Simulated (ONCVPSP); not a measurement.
# Potentials for Tc (Z = 43) compared

Generated with ld1.x 7.5 (TM, RRKJ, ultrasoft, PAW), atompaw 4.2 or ONCVPSP 4.0.1. The cutoff is in Ry: for ld1.x and atompaw files where the sum of valence levels is converged to 10 mRy in a Bessel basis, for ONCV files where the hardest occupied wave has 1 mHa per electron of residual kinetic energy. The error is the largest all-electron minus pseudo excitation energy over each file’s own four to seven test configurations (ionisations up to +4, promotions, holes and added fractions of an electron), all of which were solved. The labels leave out finer settings (local radius, basis sizes, second energies), which also bear on the numbers. Spin-polarised tests are not counted. The rows are a selection from randomly drawn settings: files with unsolved tests, undetermined cutoffs or missed reference levels are left out.

| potential | cutoff (Ry) | largest error (meV) | bound ghosts |
| --- | --- | --- | --- |
| ONCV, PBE, scalar-relativistic, rc 1.75/1.45/2.05 (spd), local smoothed, core correction yes, reference 4s2 4p6 4d5 5s2, qcut 7.8/7.5/8.4, projectors 2/1/2 | 40 | +87 | none |
| ONCV, Wu-Cohen, scalar-relativistic, rc 1.70/2.30/1.85 (spd), local smoothed, core correction yes, reference 4s2 4p6 4d5 5s1.75 5p0.25, qcut 9.2/6.6/7.2, projectors 2/3/1 | 49 | -4.5 | none |

Question: Fill in the row for Tc: ONCV, PBE, scalar-relativistic, rc 2.05/1.80/1.95 (spd), local smoothed, core correction no, reference 4s2 4p6 4d5 5s2, qcut 7.4/8.5/9.5, projectors 3/2/1.

Answer: cutoff 46 Ry, largest error -10 meV, bound ghosts: none.

Question: Fill in the row for Tc: ONCV, revPBE, scalar-relativistic, rc 1.90/1.60/1.90 (spd), local smoothed, core correction yes, reference 4s2 4p6 4d5 5s2, qcut 4.9/10.8/8.7, projectors 2/3/2.

Answer: cutoff 66 Ry, largest error -18 meV, bound ghosts: none.

Question: Fill in the row for Tc: ONCV, PBE, scalar-relativistic, rc 2.14/1.25/2.35 (spd), local smoothed, core correction no, reference 4s2 4p6 4d5 5s2, qcut 6.3/7.3/7.9, projectors 2/2/2.

Answer: cutoff 83 Ry, largest error -8.8 meV, bound ghosts: none.
